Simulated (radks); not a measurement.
Results of a calculation; reference values are marked as such.
Effect of the nuclear size on neutral neodymium, [Xe] 4f4 6s2. Code: a radial shooting solver on a logarithmic mesh with Libxc functionals. Model: Dirac Kohn-Sham, relativistic LDA (MacDonald-Vosko exchange, VWN5 correlation), spin-unpolarised, spherical densities, finite nucleus; open shells are shared between the two j in proportion to 2j + 1; Fermi nuclear charge, rms radius 4.9123 fm. The rms radius is varied about that value; shifts are against it.

\begin{tabular}{lrrrrrrrrr}
rms radius (fm) & total energy shift (eV) & density at nucleus (e/bohr^3) & 1s1/2 shift (meV) & 2s1/2 shift (meV) & 5s1/2 shift (meV) & 5p1/2 shift (meV) & 6s1/2 shift (meV) & 4f7/2 shift (meV) & 6p1/2 (empty) shift (meV) \\ \hline
4.0723 & -4.03 & 4.67e+05 & -1660 & -207 & -1.50 & 0.224 & -0.073 & 0.339 & 0.067 \\
4.4505 & -2.29 & 4.579e+05 & -944 & -118 & -0.853 & 0.127 & -0.042 & 0.192 & 0.038 \\
4.9123 & 0 & 4.479e+05 & 0.000 & 0.000 & 0.000 & 0.000 & 0.000 & 0.000 & 0.000 \\
5.2218 & 1.63 & 4.419e+05 & 673 & 83.8 & 0.608 & -0.091 & 0.030 & -0.137 & -0.027 \\
5.6295 & 3.90 & 4.345e+05 & 1610 & 200 & 1.45 & -0.217 & 0.071 & -0.328 & -0.065 \\
\end{tabular}

Slopes of the eigenvalues against <r^2> in GHz/fm^2, as finite differences over the two radii next to the reference (eigenvalue slopes, not the field-shift constants of lines): 1s1/2 52400, 2s1/2 6520, 5s1/2 47.4, 5p1/2 -7.07, 6s1/2 2.31, 4f7/2 -10.7, 6p1/2 (empty) -2.12.
